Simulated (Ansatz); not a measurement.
CH4BInO, SMILES `[InH2][CH]1BO1`. The species carries charge 0 and has multiplicity 1. Correlated methods include outer-core shells of In, which these sets cover unevenly. In: def2 effective core potential.

Z-matrix (Å, degrees):
```
C
B 1 1.514
O 1 1.539 2 51.4
In 1 2.144 2 125.2 3 98.2
H 1 1.091 2 115.9 3 -95.8
H 2 1.185 1 157.3 3 179.8
H 4 1.721 1 118.4 2 -43.0
H 4 1.724 1 118.3 2 135.2
```

(1) Give the diagnostics of a CCSD(T)/def2-TZVPP run (frozen core, the Gaussian-basis code of Ansatz). (An estimate is asked.)

## Answers

(1) Ansatz gave: T1 = 0.0164, largest single amplitude 0.025, largest double 0.030, (T) share of the correlation energy 3.8 %, 10 CCSD cycles. The RHF solution is stable towards an unrestricted one. T1 lies under the customary mark of 0.02 for closed shells.
